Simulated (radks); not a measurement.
Results of a calculation; reference values are marked as such.
Valence configurations of Dy (all share [Xe]). Level of theory: scalar-relativistic Kohn-Sham, PBE, spin-unpolarised, spherical densities, finite nucleus; Fermi nuclear charge, rms radius 5.2218 fm (a radial shooting solver on a logarithmic mesh with Libxc functionals). Energies are relative to 4f10 6s2; eigenvalues in eV.

valence           E (eV)    e(4f)   e(5d)   e(6p)   e(6s)
4f10 6s2           0.000   -3.113       -       -  -3.747
4f10 6s1 6p1       2.672   -4.543       -  -1.790  -4.548
4f10 6p2           5.505   -5.847       -  -2.302       -
4f10.5 6s1 6p0.5   2.113   -0.918       -  -1.315  -3.701
4f9 6s2 6p1        5.962  -12.416       -  -2.191  -5.600
4f8 5d2 6s2       14.091  -15.933  -3.365       -  -4.564
4f10 5d0.5 6s1.5   1.303   -2.696  -0.985       -  -3.621
4f9 5d1 6s2        4.378   -9.191  -2.313       -  -4.264

NIST lists [Xe] 4f10 6s2 as the ground configuration; this level of theory agrees among the configurations tried. The energies are those of spherical spin-averaged densities, not of single terms. No valid solution was reached for [Xe] 4f12; [Xe] 4f11 6s1.
